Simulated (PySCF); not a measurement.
Excitations are Tamm–Dancoff values on a coarser integration grid. The basis has no diffuse functions, so Rydberg states are missing or too high.

Cartesian coordinates (Å):
```xyz
7

O     -1.4757    -0.6379    -0.2885
Si    -0.3051     0.4815    -0.0225
Se     1.7479    -0.1506    -0.7927
H     -1.2769    -1.5500    -0.0703
H     -0.1418     0.7799     1.4222
H     -0.7277     1.6735    -0.7857
H      2.1794    -0.5965     0.5374
```
Charge 0, spin multiplicity 1.

### Question
Estimate the HOMO–LUMO gap, HOMO, S1 oscillator strength, dipole moment, LUMO, total energy, T1 excitation (TDA) and S1 excitation (TDA) that PySCF with PBE0-D4/def2-TZVP returns for this input.

### Answer

```json
{
  "HOMO–LUMO gap": "7.14 eV",
  "HOMO": "-7.27 eV",
  "S1 oscillator strength": "0.002",
  "dipole_moment": "1.56 D",
  "LUMO": "-0.13 eV",
  "total_energy": "-2768.3044 Ha",
  "T1 excitation (TDA)": "5.05 eV",
  "S1 excitation (TDA)": "5.57 eV"
}
```
